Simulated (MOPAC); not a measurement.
Input file for MOPAC: PM3 on BiClH2 (SMILES [Cl][BiH2]), a point of a bond scan (R = 3.154 Å).

```
PM3 1SCF PRECISE CHARGE=0 THREADS=1
BiClH2

Bi    -0.26735610 1    -0.21428136 1     0.22757395 1
H     -2.69905276 1     0.78280504 1    -1.51622116 1
H     -0.10663524 1    -1.65617136 1    -0.84177071 1
Cl     1.40906403 1     1.12270836 1    -1.01635216 1
```

Output:

```
*******************************************************************************
 **                                                                           **
 **                              MOPAC v23.2.5                                **
 **                                                                           **
 *******************************************************************************
 ** MOPAC's Digital Object Identifier: https://doi.org/10.5281/zenodo.6511958 **
 **                                                                           **
 ** Please cite the open-source release paper for use of this MOPAC version:  **
 ** J. E. Moussa and J. J. P. Stewart (2026)                                  **
 ** MOPAC: An open-source semiempirical molecular orbital program             **
 ** J. Open Source Softw., 11(119), 8025, https://doi.org/10.21105/joss.08025 **
 *******************************************************************************

                              PM3 CALCULATION RESULTS

 *******************************************************************************
 *  PM3        - The PM3 Hamiltonian to be used
 *
 *
 *
 *                 CHARGE ON SYSTEM = 0
 *
 *
 *
 *  PRECISE    - TIGHTER CRITERIA TO BE USED
 *  1SCF       - DO 1 SCF AND THEN STOP
 *  THREADS=1  - MULTI-THREADING NOT USED
 *  T=         - A TIME OF 172800.0 SECONDS REQUESTED
 *  DUMP=N     - RESTART FILE WRITTEN EVERY 7200.0 SECONDS REQUESTED
 *******************************************************************************
PM3 1SCF PRECISE CHARGE=0 THREADS=1
 BiClH2

   ATOM   CHEMICAL          X               Y               Z
  NUMBER   SYMBOL      (ANGSTROMS)     (ANGSTROMS)     (ANGSTROMS)

     1      Bi         -0.26735610  *  -0.21428136  *   0.22757395  *
     2       H         -2.69905276  *   0.78280504  *  -1.51622116  *
     3       H         -0.10663524  *  -1.65617136  *  -0.84177071  *
     4      Cl          1.40906403  *   1.12270836  *  -1.01635216  *



          CARTESIAN COORDINATES

    NO.       ATOM           X           Y           Z

     1        Bi         -0.2674     -0.2143      0.2276
     2         H         -2.6991      0.7828     -1.5162
     3         H         -0.1066     -1.6562     -0.8418
     4        Cl          1.4091      1.1227     -1.0164

  H: (PM3): J. J. P. STEWART, J. COMP. CHEM. 10, 209 (1989).
 Cl: (PM3): J. J. P. STEWART, J. COMP. CHEM. 10, 209 (1989).
 Bi: (PM3): J. J. P. STEWART, J. COMP. CHEM. 12, 320-341 (1991).

           Empirical Formula: H2 Bi Cl  =     4 atoms



      MOLECULAR POINT GROUP   :   C1


      RHF CALCULATION, NO. OF DOUBLY OCCUPIED LEVELS = 7



 ALL CONVERGERS ARE NOW FORCED ON
 SHIFT=10, PULAY ON, CAMP-KING ON
 AND ITERATION COUNTER RESET



 -------------------------------------------------------------------------------
 PM3 1SCF PRECISE CHARGE=0 THREADS=1
 BiClH2



     1SCF WAS SPECIFIED, SO BFGS WAS NOT USED
     SCF FIELD WAS ACHIEVED


                              PM3 CALCULATION
                                                       MOPAC v23.2.5 Linux




          FINAL HEAT OF FORMATION =         89.82277 KCAL/MOL =     375.81846 KJ/MOL


          COSMO AREA              =        119.10 SQUARE ANGSTROMS
          COSMO VOLUME            =        107.50 CUBIC ANGSTROMS

          IONIZATION POTENTIAL    =          8.500035 EV
          HOMO LUMO ENERGIES (EV) =         -8.500 -2.281
          NO. OF FILLED LEVELS    =          7
          MOLECULAR WEIGHT        =        246.4492         POINT GROUP:  C1

          MOLECULAR DIMENSIONS (Angstroms)

            Atom       Atom       Distance
           Cl     4    H     2     4.15235
            H     3    H     2     2.67199
           Bi     1    H     2     1.26327


          SCF CALCULATIONS        =          1





   ATOM   CHEMICAL          X               Y               Z
  NUMBER   SYMBOL      (ANGSTROMS)     (ANGSTROMS)     (ANGSTROMS)

     1      Bi         -0.26735610  *  -0.21428136  *   0.22757395  *
     2       H         -2.69905276  *   0.78280504  *  -1.51622116  *
     3       H         -0.10663524  *  -1.65617136  *  -0.84177071  *
     4      Cl          1.40906403  *   1.12270836  *  -1.01635216  *

                             CARTESIAN COORDINATES

   1   Bi       -0.267356100    -0.214281360     0.227573950
   2    H       -2.699052760     0.782805040    -1.516221160
   3    H       -0.106635240    -1.656171360    -0.841770710
   4   Cl        1.409064030     1.122708360    -1.016352160


           Empirical Formula: H2 Bi Cl  =     4 atoms



      MOLECULAR POINT GROUP   :   C1


                  EIGENVALUES
 -53.85143 -13.12344 -11.65519 -10.92106 -10.57749  -9.88924  -8.50003  -2.28098
  -0.45721   0.33201


              NET ATOMIC CHARGES AND DIPOLE CONTRIBUTIONS

  ATOM NO.   TYPE          CHARGE      No. of ELECS.   s-Pop       p-Pop
    1         Bi           0.650427        4.3496     1.97430     2.37527
    2          H          -0.065512        1.0655     1.06551
    3          H          -0.150942        1.1509     1.15094
    4         Cl          -0.433973        7.4340     1.97861     5.45537
 DIPOLE           X         Y         Z       TOTAL
 POINT-CHG.    -2.846    -2.055     3.917     5.260
 HYBRID        -0.247    -0.348     0.003     0.427
 SUM           -3.093    -2.403     3.920     5.542


          ATOMIC ORBITAL ELECTRON POPULATIONS

     Atom    s        px        py        pz
    1 Bi   1.97430   0.78298   0.83445   0.75784
    2  H   1.06551
    3  H   1.15094
    4 Cl   1.97861   1.75257   1.83822   1.86458

 **********************
 *                    *
 * JOB ENDED NORMALLY *
 *                    *
 **********************




 == MOPAC DONE ==
```

The run finished.

Cost: roughly 0.15 core-seconds.
